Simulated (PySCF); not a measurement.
Gas-phase reaction: 2 SnHCl + 2 H ⇌ 2 SnH₂ + Cl₂

Computed with PySCF and rigid-rotor harmonic-oscillator thermochemistry at 1 bar. † marks an energy on the PBE0/def2-TZVP geometry and frequencies; other levels use their own. MP2 and CCSD(T) freeze the core. Open shells (unrestricted): H (multiplicity 2); the rest are closed-shell singlets. Sn: scalar-relativistic def2 core potential, no spin-orbit coupling. SnHCl, SnH₂: computed as isolated molecules; such fragments, hydroxides, amides, oligomers or adducts are transient or little studied in the gas. MP2 isn't extrapolated to the basis-set limit; its ΔH°(298 K) is 55.6 kJ in def2-SVP and 44.0 kJ in def2-TZVPP. CCSD(T) isn't extrapolated to the basis-set limit; its ΔH°(298 K) is 8.7 kJ in def2-SVP and -6.3 kJ in def2-TZVPP. The harmonic model lacks anharmonicity and excited electronic states, which grow with temperature; levels with a mode under 35 cm⁻¹ are left out.

| level | ΔE electronic, kJ | ΔH°(298 K), kJ | ΔS°(298 K), J/K | ΔG°(2000 K), kJ |
|---|---|---|---|---|
| CCSD(T)/def2-SVP† | -8 | 9 | -95 | 237 |
| HF/def2-TZVP† | 91 | 108 | -95 | 336 |
| M06-2X/def2-TZVP† | 9 | 26 | -95 | 254 |
| MP2/def2-SVP† | 39 | 56 | -95 | 283 |
| MP2/def2-TZVPP† | 27 | 44 | -95 | 272 |
| PBE/def2-SVP | 7 | 23 | -95 | 248 |
| r2SCAN/def2-TZVP† | 4 | 20 | -95 | 248 |
| LDA/def2-TZVP† | -48 | -31 | -95 | 196 |
| ωB97M-V/def2-TZVP† | -20 | -3 | -95 | 225 |
| ωB97X-V/def2-TZVP† | -14 | 3 | -95 | 231 |
ΔH° is lowest at LDA/def2-TZVP† and highest at HF/def2-TZVP†. No reference value is set beside these.
